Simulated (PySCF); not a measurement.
Gas-phase reaction: GaCl + 2 F → GaF + ClF

Method: PySCF energies plus ideal-gas RRHO corrections (1 bar). † marks an energy on the PBE0/def2-TZVP geometry and frequencies; other levels use their own. MP2 and CCSD(T) freeze the core. 6-31G* has spherical d functions here. Open shells (unrestricted): F (multiplicity 2, electronic degeneracy 6); the rest are closed-shell singlets. Spin-orbit splitting is ignored; it lowers the true energy and changes the entropy of F. B3LYP is the form with VWN-RPA correlation. Ga: all electrons, no relativistic terms. MP2 isn't extrapolated to the basis-set limit; its ΔH°(298 K) is -342.4 kJ in def2-SVP and -391.3 kJ in def2-TZVPP. CCSD(T) isn't extrapolated to the basis-set limit; its ΔH°(298 K) is -307.4 kJ in def2-SVP and -352.3 kJ in def2-TZVPP. The harmonic model lacks anharmonicity and excited electronic states, which grow with temperature; levels with a mode under 35 cm⁻¹ are left out.

```tsv
level	ΔE electronic, kJ	ΔH°(298 K), kJ	ΔS°(298 K), J/K	ΔG°(1000 K), kJ
B3LYP/6-31G*	-366	-363	-116	-243
CCSD(T)/def2-SVP†	-310	-307	-116	-187
HF/def2-TZVP†	-88	-86	-116	34
MP2/def2-SVP†	-345	-342	-116	-222
PBE/def2-SVP	-414	-412	-115	-293
PBE/def2-TZVP†	-426	-424	-116	-304
PBE0/def2-SVP†	-336	-334	-116	-214
ωB97M-V/def2-TZVP†	-378	-376	-116	-256
ωB97X-V/def2-TZVP†	-377	-375	-116	-255
```
ΔH° is lowest at PBE/def2-TZVP† and highest at HF/def2-TZVP†. No reference value is set beside these.
